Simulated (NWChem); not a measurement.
Species: C$_{4}$H$_{7}$Cl; SMILES CC1(Cl)CC1

Computed with NWChem. All runs use the structure optimised with PBE0/def2-SVP. No frequency run checked for a minimum. B3LYP is NWChem's, with the RPA form of VWN correlation.

Question: Predict the results for B3LYP/def2-SVP. Quantities: highest occupied level (eV); orbital gap (eV); dipole (D).

Answer: 
```yaml
highest occupied level (eV): -7.22
orbital gap (eV): 8.16
dipole (D): 1.73
```
